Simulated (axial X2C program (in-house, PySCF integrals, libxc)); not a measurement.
## FNdF: a free-ion multiplet in an axial field

Computed with an axial X2C code built on PySCF integrals: two-component X2C with atomic mean-field Coulomb and Gaunt terms, basis F dyall-av3z, Nd dyall-v3z (cores contracted in-house). Orbitals come from Hartree–Fock averaged over the configuration Nd f4 s0 d(πδ)0; CI then distributes these electrons over the f, s, d(πδ) shells of Nd.

F–Nd–F held linear, both bonds 2.241 Å.

(1) Which level do Hund's rules give for f4, how many Ω levels does it split into, and what is its Landé factor?

The computed levels compare thus:

```tsv
Ω	energy (cm⁻¹)	g∥ computed	2gJΩ
0	0	0.00	0.00
1	112	1.98	1.20
2	333	3.10	2.40
3	433	3.75	3.60
4	978	6.58	4.80
```

The 5 lowest levels are just these Ω; they span 978 cm⁻¹, the lowest has Ω = 0, and the next level lies at 1254 cm⁻¹. Departures of g∥ from 2gJΩ come from intermediate coupling and from mixing with the higher-lying level J + 1 of the term. The computed g∥ is the magnitude of 2⟨Lz + ge Sz⟩.

There is no dynamic correlation: spin–orbit spacings and, for f shells, spacings inside one term are the most reliable numbers, splittings between terms come out too wide, and energies between configurations are not reliable, so the lowest level need not be the ground state of the molecule. At most 4 roots were kept for each Ω > 0 (twice that for Ω = 0) within 2.2 eV of the lowest, so higher up levels can be missing between those listed; levels with Ω > 0 are doubly degenerate and listed once, Ω = 0 levels singly. States that fill the shells left empty in the average are placed too high. The molecule was held linear; bending was not examined.

## Answers

(1) S = 2, L = 6, J = 4 (5I4). It gives Ω = 0 to 4, 5 levels. gJ = 3/2 + [S(S+1) − L(L+1)]/[2J(J+1)] = 0.600, so g∥ = 2gJΩ.
